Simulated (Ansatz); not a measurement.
Si(CCH)Cl3 (C₂HCl₃Si). Total charge 0; singlet. Geometry relaxed at r2SCAN-D4/def2-SVP.

```xyz
7

Si    0.624    0.656    0.373
C    -0.529   -0.556   -0.311
C    -1.306   -1.371   -0.780
H    -1.992   -2.092   -1.189
Cl    2.042   -0.295    1.502
Cl   -0.387    1.989    1.552
Cl    1.548    1.669   -1.147
```

Q: Estimate the harmonic wavenumbers at RKS r2SCAN-D4/def2-SVP (Ansatz, unscaled). Is this a minimum?

A: 104, 105, 175, 175, 220, 342, 342, 434, 624, 624, 705, 735, 735, 2144, 3455 cm⁻¹. Yes, no mode is imaginary beyond noise. Zero-point energy 65.3 kJ/mol. Run time 83 s (4 threads of Intel Xeon on a shared host).
